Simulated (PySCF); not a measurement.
A calculated (PBE0, PySCF 2.14, cc-pVDZ-X2C, scalar relativity by spin-free X2C-1e) atom or ion has these occupied shells.

```
shell  electrons  orbital energy (eV)  rms radius, mean of both spins (bohr)
 1s α          1             -41866.2                                 0.0275
 1s β          1             -41866.2                                 0.0275
 2s α          1              -6789.9                                  0.111
 2s β          1              -6789.9                                  0.111
 2p α          3              -6084.6                                 0.0997
 2p β          3              -6084.6                                 0.0997
 3s α          1              -1502.7                                  0.290
 3s β          1              -1502.1                                  0.290
 3p α          3              -1277.2                                  0.290
 3p β          3              -1276.6                                  0.290
 3d α          5              -956.85                                  0.268
 3d β          5              -956.24                                  0.268
 4s α          1              -329.50                                  0.660
 4s β          1              -327.68                                  0.660
 4p α          3              -254.78                                  0.701
 4p β          3              -252.86                                  0.701
 4d α          5              -146.23                                  0.779
 4d β          5              -144.05                                  0.779
 5s α          1              -68.862                                   1.56
 5s β          1              -67.918                                   1.56
 5p α          3              -49.145                                   1.78
 5p β          3              -48.410                                   1.78
 4f α          2              -33.425                                   1.12
```

(1) Name the element and its charge.

## Answers

(1) Pr³⁺ (praseodymium, charge +3), in [Xe] 4f2, one real determinant.
